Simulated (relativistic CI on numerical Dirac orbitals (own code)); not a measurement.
Energy levels of Ag¹⁰⁺

Calculated at this level of theory: Dirac-Coulomb-Breit CI, separate exchange-only KLI orbitals for each configuration, model QED (radiative potential, 1s self-energy scaled to tabulated hydrogen-like ionisation energies), unscaled Slater integrals (own radial code, finite nucleus).

Configuration list (outside the closed core [Ar] 3d10): 4s2 4p6 4d, 4s2 4p5 4d2, 4s2 4p6 4f, 4s2 4p6 5s, 4s 4p6 4d2, 4s2 4p6 5p, 4s2 4p5 4d 4f, 4s2 4p6 5d, 4s 4p6 4d 4f, 4s2 4p6 6s, 4s2 4p5 4d 5s, 4s2 4p6 5f, 4s2 4p6 6p, 4s2 4p6 5g, 4s2 4p6 6d, 4s2 4p5 4d 5p, 4s2 4p6 7s, 4s2 4p6 6f, 4s2 4p6 7p, 4s2 4p5 4d 5d, 4s2 4p6 8s, 4p6 4d3, 4p5 4d4, 4p5 4d3 4f, 4p6 4d 4f2, 4p5 4d2 4f2, 4p6 4f3, 4p6 4f2 5s, 4p6 4f2 5p, 4p5 4d 4f3, 4s 4p6 5s2, 4s 4p5 4f 5s2. Double excitations out of closed p, d and f shells are left out; levels of such configurations are missing from the list, as are those of other unlisted configurations, and high levels can miss mixing partners. These lack a partner that the ground configuration has and come out too high: 4s2 4p5 4d 5s, 4s2 4p5 4d 5p, 4s2 4p5 4d 5d, 4s2 4p6 5d, 4s2 4p6 6s.

The lowest level is 4s2 4p6 4d 2D_3/2, with 99 % of that term; Hund's rules for 4s2 4p6 4d give 2D with J = 3/2, in agreement.

| No. | Configuration | Term | J | E (eV) | % | jj configuration (%) |
| --- | --- | --- | --- | --- | --- | --- |
| 1 | 4s2 4p6 4d | 2D | 3/2 | 0.000 | 99 | 4d3/2 (99) |
| 2 | 4s2 4p6 4d | 2D | 5/2 | 0.977 | 99 | 4d5/2 (99) |
| 3 | 4s2 4p6 5s | 2S | 1/2 | 52.607 | 99 | 5s (99) |
| 4 | 4p5 4d2(3F) | 4D° | 1/2 | 54.040 | 98 | 4p3/2^3 4d3/2^2 (65) |
| 5 | 4p5 4d2(3F) | 4D° | 3/2 | 54.316 | 90 | 4p3/2^3 4d3/2^2 (54) |
| 6 | 4p5 4d2(3F) | 4D° | 5/2 | 54.814 | 83 | 4p3/2^3 4d3/2 4d5/2 (76) |
| 7 | 4p5 4d2(3F) | 4D° | 7/2 | 55.595 | 80 | 4p3/2^3 4d3/2 4d5/2 (60) |
| 8 | 4p5 4d2(3F) | 4G° | 9/2 | 56.739 | 81 | 4p3/2^3 4d3/2 4d5/2 (92) |
| 9 | 4p5 4d2(3F) | 4G° | 11/2 | 56.763 | 98 | 4p3/2^3 4d5/2^2 (70) |
| 10 | 4s2 4p5 4d2 | 2F° | 5/2 | 56.809 | 30 | 4p3/2^3 4d3/2^2 (64) |
| 11 | 4p5 4d2(3F) | 4G° | 7/2 | 56.966 | 56 | 4p3/2^3 4d3/2^2 (65) |
| 12 | 4p5 4d2(3P) | 4P° | 5/2 | 57.367 | 68 | 4p3/2^3 4d3/2 4d5/2 (71) |
| 13 | 4p5 4d2(3P) | 4P° | 3/2 | 57.962 | 69 | 4p3/2^3 4d3/2 4d5/2 (51) |
| 14 | 4p5 4d2(1D) | 2D° | 3/2 | 58.318 | 39 | 4p3/2^3 4d3/2^2 (53) |
| 15 | 4p5 4d2(1D) | 2F° | 7/2 | 58.571 | 54 | 4p3/2^3 4d5/2^2 (40) |
| 16 | 4p5 4d2(3P) | 4P° | 1/2 | 58.921 | 78 | 4p3/2^3 4d3/2 4d5/2 (75) |
| 17 | 4p5 4d2(3F) | 4G° | 5/2 | 58.993 | 31 | 4p3/2^3 4d3/2 4d5/2 (41) |
| 18 | 4p5 4d2(1D) | 2D° | 5/2 | 59.221 | 56 | 4p3/2^3 4d5/2^2 (75) |
| 19 | 4p5 4d2(3F) | 2G° | 7/2 | 59.492 | 38 | 4p3/2^3 4d3/2 4d5/2 (70) |
| 20 | 4p5 4d2(3F) | 4F° | 9/2 | 59.552 | 71 | 4p3/2^3 4d5/2^2 (73) |
| 21 | 4p5 4d2(1G) | 2H° | 11/2 | 60.367 | 98 | 4p3/2^3 4d3/2 4d5/2 (70) |
| 22 | 4p5 4d2(3F) | 4F° | 3/2 | 60.532 | 41 | 4p3/2^3 4d3/2 4d5/2 (59) |
| 23 | 4p5 4d2(1G) | 2F° | 7/2 | 60.666 | 44 | 4p3/2^3 4d3/2 4d5/2 (76) |
| 24 | 4p5 4d2(1D) | 2P° | 1/2 | 61.068 | 86 | 4p3/2^3 4d5/2^2 (81) |
| 25 | 4p5 4d2(3F) | 4F° | 5/2 | 61.305 | 35 | 4p3/2^3 4d3/2 4d5/2 (53) |
| 26 | 4p5 4d2(3F) | 2F° | 5/2 | 62.658 | 43 | 4p1/2 4p3/2^4 4d3/2^2 (57) |
| 27 | 4p5 4d2(1G) | 2H° | 9/2 | 62.712 | 60 | 4p3/2^3 4d3/2 4d5/2 (67) |
| 28 | 4p5 4d2(3P) | 2D° | 3/2 | 63.456 | 40 | 4p3/2^3 4d3/2 4d5/2 (38) |
| 29 | 4p5 4d2(1D) | 2F° | 7/2 | 63.826 | 35 | 4p3/2^3 4d5/2^2 (63) |
| 30 | 4p5 4d2(3F) | 4D° | 5/2 | 63.966 | 49 | 4p1/2 4p3/2^4 4d3/2 4d5/2 (42) |
| 31 | 4p5 4d2(1D) | 2D° | 3/2 | 64.391 | 40 | 4p3/2^3 4d5/2^2 (39) |
| 32 | 4p5 4d2(3F) | 2G° | 7/2 | 64.393 | 31 | 4p1/2 4p3/2^4 4d3/2 4d5/2 (63) |
| 33 | 4p5 4d2(3P) | 4D° | 1/2 | 65.400 | 88 | 4p1/2 4p3/2^4 4d3/2^2 (35) |
| 34 | 4p5 4d2(3F) | 2G° | 9/2 | 65.826 | 64 | 4p1/2 4p3/2^4 4d3/2 4d5/2 (61) |
| 35 | 4p5 4d2(3F) | 2F° | 7/2 | 65.832 | 39 | 4f7/2 (33) |
| 36 | 4s2 4p6 5p | 2P° | 1/2 | 66.161 | 99 | 5p1/2 (99) |
| 37 | 4p5 4d2(3P) | 2D° | 3/2 | 66.855 | 36 | 4p1/2 4p3/2^4 4d3/2 4d5/2 (51) |
| 38 | 4p5 4d2(1D) | 2F° | 5/2 | 67.098 | 55 | 4p1/2 4p3/2^4 4d3/2 4d5/2 (60) |
| 39 | 4p5 4d2(3P) | 2S° | 1/2 | 67.647 | 83 | 4p1/2 4p3/2^4 4d3/2 4d5/2 (60) |
| 40 | 4p5 4d2(3P) | 4S° | 3/2 | 67.719 | 38 | 4p1/2 4p3/2^4 4d3/2 4d5/2 (32) |
| 41 | 4s2 4p6 5p | 2P° | 3/2 | 68.036 | 92 | 5p3/2 (92) |
| 42 | 4p5 4d2(1G) | 2G° | 7/2 | 68.335 | 83 | 4p1/2 4p3/2^4 4d5/2^2 (35) |
| 43 | 4p5 4d2(1G) | 2G° | 9/2 | 68.986 | 70 | 4p1/2 4p3/2^4 4d5/2^2 (52) |
| 44 | 4p5 4d2(3P) | 2D° | 5/2 | 69.224 | 57 | 4p1/2 4p3/2^4 4d5/2^2 (82) |
| 45 | 4p5 4d2(1S) | 2P° | 3/2 | 69.258 | 76 | 4p1/2 4p3/2^4 4d5/2^2 (42) |
| 46 | 4p5 4d2(1S) | 2P° | 1/2 | 73.395 | 96 | 4p1/2 4p3/2^4 4d5/2^2 (77) |
| 47 | 4p5 4d2(1G) | 2F° | 5/2 | 79.454 | 64 | 4p3/2^3 4d3/2 4d5/2 (51) |
| 48 | 4p5 4d2(3P) | 2P° | 1/2 | 80.315 | 98 | 4p3/2^3 4d3/2 4d5/2 (51) |
| 49 | 4p5 4d2(1G) | 2F° | 7/2 | 81.634 | 72 | 4p1/2 4p3/2^4 4d3/2 4d5/2 (48) |
| 50 | 4p5 4d2(3P) | 2P° | 3/2 | 81.860 | 97 | 4p1/2 4p3/2^4 4d3/2 4d5/2 (46) |
| 51 | 4p5 4d2(3F) | 2D° | 3/2 | 83.035 | 98 | 4p1/2 4p3/2^4 4d3/2^2 (50) |
| 52 | 4p5 4d2(3F) | 2D° | 5/2 | 83.125 | 95 | 4p3/2^3 4d5/2^2 (52) |
| 53 | 4s2 4p6 5d | 2D | 3/2 | 90.265 | 99 | 5d3/2 (99) |
| 54 | 4s2 4p6 5d | 2D | 5/2 | 90.617 | 99 | 5d5/2 (99) |
| 55 | 4s 4d2(3F) | 4F | 3/2 | 100.894 | 84 | 4s 4d3/2^2 (65) |
| 56 | 4s 4d2(3F) | 4F | 5/2 | 101.296 | 84 | 4s 4d3/2 4d5/2 (52) |
| 57 | 4s 4d2(3F) | 4F | 7/2 | 101.848 | 85 | 4s 4d3/2 4d5/2 (71) |
| 58 | 4s 4d2(3F) | 4F | 9/2 | 102.507 | 85 | 4s 4d5/2^2 (64) |
| 59 | 4s 4d2(3P) | 4P | 1/2 | 103.518 | 83 | 4s 4d3/2^2 (40) |
| 60 | 4s 4d2(3P) | 4P | 3/2 | 103.801 | 83 | 4s 4d3/2 4d5/2 (79) |
| 61 | 4s 4d2(3P) | 4P | 5/2 | 104.070 | 81 | 4s 4d3/2 4d5/2 (53) |
| 62 | 4s 4d2(1D) | 2D | 3/2 | 107.183 | 83 | 4s 4d5/2^2 (39) |
| 63 | 4s 4d2(1D) | 2D | 5/2 | 107.312 | 81 | 4s 4d5/2^2 (53) |
| 64 | 4s2 4p5 4d 5s | 4P° | 1/2 | 108.175 | 95 | 4p3/2^3 4d3/2 5s (95) |
| 65 | 4s2 4p6 6s | 2S | 1/2 | 108.255 | 99 | 6s (99) |
| 66 | 4s 4d2(1G) | 2G | 7/2 | 108.421 | 85 | 4s 4d3/2 4d5/2 (75) |
| 67 | 4s 4d2(1G) | 2G | 9/2 | 108.622 | 87 | 4s 4d3/2 4d5/2 (65) |
| 68 | 4s2 4p5 4d 5s | 4P° | 3/2 | 108.964 | 89 | 4p3/2^3 4d3/2 5s (71) |
| 69 | 4s2 4p5 4d 5s | 2P° | 1/2 | 110.020 | 88 | 4p3/2^3 4d3/2 5s (79) |
| 70 | 4s2 4p5 4d 5s | 4P° | 5/2 | 110.522 | 79 | 4p3/2^3 4d5/2 5s (59) |

Energies count from the lowest computed level; ° marks odd parity. Percentages are summed over parent terms; the parents shown are those of the largest component, closed shells are left out there. Filled j subshells are mostly left out of the jj labels.

The mean weight of the leading LS term, summed over parents, in these 70 levels is 73 %, and that of the leading jj configuration (from the same eigenvectors) 64 %.

At this charge energies of transitions that change n are usually good to better than 1 %, and those within a shell (Δn = 0) to a few per cent.

LS names give the leading component of a level, which can be under half, so a name can repeat, a term be missing and a line seem to break the LS rules.
